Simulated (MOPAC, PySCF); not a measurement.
C8H20Ge, SMILES `C[CH2][Ge]([CH2]C)([CH2]C)[CH2]C`, neutral singlet in the gas phase. 

Z-matrix (Å, degrees):
```
Ge
C 1 1.9796
H 2 1.1034 1 107.86
H 2 1.1036 3 106.08 1 -115.40
C 2 1.5318 3 110.49 4 -119.79
H 5 1.1027 2 111.58 3 -61.84
H 5 1.1028 6 107.00 2 122.24
H 5 1.1034 6 107.15 7 114.66
C 1 1.9796 2 109.55 3 59.05
H 9 1.1034 1 107.86 2 60.85
H 9 1.1036 10 106.08 1 115.41
C 9 1.5318 10 110.49 11 119.79
H 12 1.1027 9 111.57 10 61.79
H 12 1.1028 13 107.01 9 -122.24
H 12 1.1034 13 107.16 14 -114.66
C 1 1.9796 2 109.32 3 179.10
H 16 1.1034 1 107.85 2 178.87
H 16 1.1036 17 106.08 1 -115.41
C 16 1.5318 17 110.49 18 -119.79
H 19 1.1027 16 111.58 17 -61.85
H 19 1.1028 20 107.00 16 122.24
H 19 1.1034 20 107.15 21 114.65
C 1 1.9797 2 109.55 3 -60.86
H 23 1.1034 1 107.85 2 -58.73
H 23 1.1036 24 106.08 1 115.40
C 23 1.5318 24 110.49 25 119.78
H 26 1.1027 23 111.58 24 61.85
H 26 1.1028 27 107.00 23 -122.24
H 26 1.1034 27 107.15 28 -114.65
```
Charge 0, spin multiplicity 1.

All levels are single points at this geometry (B3LYP-D3(BJ)/def2-SVP); Pople sets use spherical d functions. Orbital energies aren't observables, and empty levels follow the basis.

| level | HOMO (eV) | LUMO (eV) | gap (eV) | dipole (D) | vertical IE, Delta-SCF (eV) |
|---|---|---|---|---|---|
| ωB97X-D3(BJ)/def2-TZVP in PySCF | -9.81 | 2.69 | 12.50 | 0.00 | 9.47 |
| B3LYP/6-31G* in PySCF | -7.00 | 1.79 | 8.80 | 0.00 | 8.82 |
| PBE/6-31G* in PySCF | -5.97 | 1.20 | 7.17 | 0.00 | – |
| SVWN5/6-31G* in PySCF | -6.03 | 0.92 | 6.95 | 0.00 | – |
| HF/3-21G in PySCF | -10.23 | 6.10 | 16.33 | 0.00 | – |
| HF/STO-3G in PySCF | -8.98 | 12.55 | 21.52 | 0.00 | – |
| AM1 in MOPAC | -10.48 | 1.00 | 11.48 | 0.00 | – |
| PM3 in MOPAC | -10.31 | 0.19 | 10.51 | 0.00 | – |
| PM7 in MOPAC | -9.64 | 0.46 | 10.09 | 0.00 | – |
